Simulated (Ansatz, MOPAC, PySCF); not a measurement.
Bond stretch in GaH (anion, charge -1), lowest doublet found (which spin is the ground state isn't settled by this scan).

- AM1, unrestricted, heats of formation (MOPAC)
- UHF/6-31G* = unrestricted Hartree-Fock/6-31G*, spherical d in PySCF
- UKS-B3LYP/6-31G* = unrestricted B3LYP/6-31G*, spherical d run with PySCF
- FCI = full CI/aug-cc-pVTZ, cores with 3d frozen (Ansatz, a first-principles code)

Energies relative to the lowest point of each curve between 1.41 and 2.06 Å, where full CI is lowest, in mEh; the last columns give the difference from FCI:

```json
[
 {"R / Å": "1.09", "AM1": "75.7", "UHF/6-31G*": "163.7", "UKS-B3LYP/6-31G*": "160.7", "FCI": "161.4", "AM1 − FCI": "-85.7", "UHF/6-31G* − FCI": "2.3", "UKS-B3LYP/6-31G* − FCI": "-0.7"},
 {"R / Å": "1.20", "AM1": "45.8", "UHF/6-31G*": "90.6", "UKS-B3LYP/6-31G*": "89.3", "FCI": "89.0", "AM1 − FCI": "-43.2", "UHF/6-31G* − FCI": "1.6", "UKS-B3LYP/6-31G* − FCI": "0.3"},
 {"R / Å": "1.26", "AM1": "33.2", "UHF/6-31G*": "63.7", "UKS-B3LYP/6-31G*": "63.1", "FCI": "62.5", "AM1 − FCI": "-29.2", "UHF/6-31G* − FCI": "1.2", "UKS-B3LYP/6-31G* − FCI": "0.6"},
 {"R / Å": "1.34", "AM1": "20.0", "UHF/6-31G*": "38.0", "UKS-B3LYP/6-31G*": "38.1", "FCI": "37.2", "AM1 − FCI": "-17.2", "UHF/6-31G* − FCI": "0.8", "UKS-B3LYP/6-31G* − FCI": "0.9"},
 {"R / Å": "1.41", "AM1": "11.5", "UHF/6-31G*": "22.7", "UKS-B3LYP/6-31G*": "23.1", "FCI": "22.2", "AM1 − FCI": "-10.7", "UHF/6-31G* − FCI": "0.6", "UKS-B3LYP/6-31G* − FCI": "0.9"},
 {"R / Å": "1.46", "AM1": "6.9", "UHF/6-31G*": "14.9", "UKS-B3LYP/6-31G*": "15.4", "FCI": "14.5", "AM1 − FCI": "-7.6", "UHF/6-31G* − FCI": "0.4", "UKS-B3LYP/6-31G* − FCI": "0.9"},
 {"R / Å": "1.51", "AM1": "3.6", "UHF/6-31G*": "9.1", "UKS-B3LYP/6-31G*": "9.6", "FCI": "8.9", "AM1 − FCI": "-5.3", "UHF/6-31G* − FCI": "0.2", "UKS-B3LYP/6-31G* − FCI": "0.8"},
 {"R / Å": "1.55", "AM1": "1.7", "UHF/6-31G*": "5.7", "UKS-B3LYP/6-31G*": "6.2", "FCI": "5.6", "AM1 − FCI": "-3.9", "UHF/6-31G* − FCI": "0.1", "UKS-B3LYP/6-31G* − FCI": "0.7"},
 {"R / Å": "1.60", "AM1": "0.3", "UHF/6-31G*": "2.7", "UKS-B3LYP/6-31G*": "3.2", "FCI": "2.7", "AM1 − FCI": "-2.4", "UHF/6-31G* − FCI": "0.0", "UKS-B3LYP/6-31G* − FCI": "0.5"},
 {"R / Å": "1.67", "AM1": "0.0", "UHF/6-31G*": "0.5", "UKS-B3LYP/6-31G*": "0.7", "FCI": "0.5", "AM1 − FCI": "-0.5", "UHF/6-31G* − FCI": "0.0", "UKS-B3LYP/6-31G* − FCI": "0.2"},
 {"R / Å": "1.72", "AM1": "0.8", "UHF/6-31G*": "0.0", "UKS-B3LYP/6-31G*": "0.0", "FCI": "0.0", "AM1 − FCI": "0.8", "UHF/6-31G* − FCI": "0.0", "UKS-B3LYP/6-31G* − FCI": "0.0"},
 {"R / Å": "1.82", "AM1": "4.7", "UHF/6-31G*": "1.0", "UKS-B3LYP/6-31G*": "0.5", "FCI": "0.9", "AM1 − FCI": "3.8", "UHF/6-31G* − FCI": "0.1", "UKS-B3LYP/6-31G* − FCI": "-0.4"},
 {"R / Å": "1.91", "AM1": "10.2", "UHF/6-31G*": "3.5", "UKS-B3LYP/6-31G*": "2.4", "FCI": "3.1", "AM1 − FCI": "7.0", "UHF/6-31G* − FCI": "0.4", "UKS-B3LYP/6-31G* − FCI": "-0.7"},
 {"R / Å": "2.06", "AM1": "22.2", "UHF/6-31G*": "9.7", "UKS-B3LYP/6-31G*": "7.6", "FCI": "8.7", "AM1 − FCI": "13.5", "UHF/6-31G* − FCI": "1.0", "UKS-B3LYP/6-31G* − FCI": "-1.1"},
 {"R / Å": "2.25", "AM1": "39.7", "UHF/6-31G*": "19.3", "UKS-B3LYP/6-31G*": "16.1", "FCI": "17.1", "AM1 − FCI": "22.6", "UHF/6-31G* − FCI": "2.2", "UKS-B3LYP/6-31G* − FCI": "-1.0"},
 {"R / Å": "2.43", "AM1": "55.7", "UHF/6-31G*": "28.5", "UKS-B3LYP/6-31G*": "24.6", "FCI": "25.1", "AM1 − FCI": "30.6", "UHF/6-31G* − FCI": "3.4", "UKS-B3LYP/6-31G* − FCI": "-0.5"},
 {"R / Å": "2.69", "AM1": "74.4", "UHF/6-31G*": "39.7", "UKS-B3LYP/6-31G*": "36.5", "FCI": "35.7", "AM1 − FCI": "38.7", "UHF/6-31G* − FCI": "4.0", "UKS-B3LYP/6-31G* − FCI": "0.8"},
 {"R / Å": "3.00", "AM1": "89.2", "UHF/6-31G*": "55.0", "UKS-B3LYP/6-31G*": "48.9", "FCI": "46.3", "AM1 − FCI": "43.0", "UHF/6-31G* − FCI": "8.7", "UKS-B3LYP/6-31G* − FCI": "2.6"},
 {"R / Å": "3.38", "AM1": "99.0", "UHF/6-31G*": "64.3", "UKS-B3LYP/6-31G*": "60.1", "FCI": "56.3", "AM1 − FCI": "42.7", "UHF/6-31G* − FCI": "8.0", "UKS-B3LYP/6-31G* − FCI": "3.8"},
 {"R / Å": "3.86", "AM1": "—", "UHF/6-31G*": "71.0", "UKS-B3LYP/6-31G*": "68.7", "FCI": "65.3", "AM1 − FCI": "—", "UHF/6-31G* − FCI": "5.7", "UKS-B3LYP/6-31G* − FCI": "3.4"},
 {"R / Å": "4.47", "AM1": "—", "UHF/6-31G*": "75.0", "UKS-B3LYP/6-31G*": "74.8", "FCI": "72.8", "AM1 − FCI": "—", "UHF/6-31G* − FCI": "2.3", "UKS-B3LYP/6-31G* − FCI": "2.0"},
 {"R / Å": "5.17", "AM1": "—", "UHF/6-31G*": "76.8", "UKS-B3LYP/6-31G*": "78.5", "FCI": "77.9", "AM1 − FCI": "—", "UHF/6-31G* − FCI": "-1.1", "UKS-B3LYP/6-31G* − FCI": "0.6"}
]
```

AM1 is furthest from FCI at 1.09 (-85.7 mEh, below); its mean absolute difference over the points is 21.5 mEh.

UHF/6-31G* is furthest from FCI at 3.00 (8.7 mEh, above); its mean absolute difference over the points is 2.0 mEh.

UKS-B3LYP/6-31G* is furthest from FCI at 3.38 (3.8 mEh, above); its mean absolute difference over the points is 1.1 mEh.

A dash means that the run gave no value there, or that the column was ended at a point which the program doubted or which failed a test of continuity chosen for this set; such a test can also cut sound points.

Where the anion isn't bound against loss of the electron, the finite basis alone holds it. The unrestricted determinant behind UHF/6-31G* is spin-contaminated at 1.09 to 1.34, 2.69 to 5.17 Å (<S²> up to 1.7, against 0.75 for a pure doublet). The unrestricted determinant behind UKS-B3LYP/6-31G* is spin-contaminated at 3.38 to 5.17 Å (<S²> up to 1.3, against 0.75 for a pure doublet). Also computed but left out beside FCI, since their determinant holds another spin at the minimum (<S²> over 0.7 above the pure value): UHF/STO-3G.
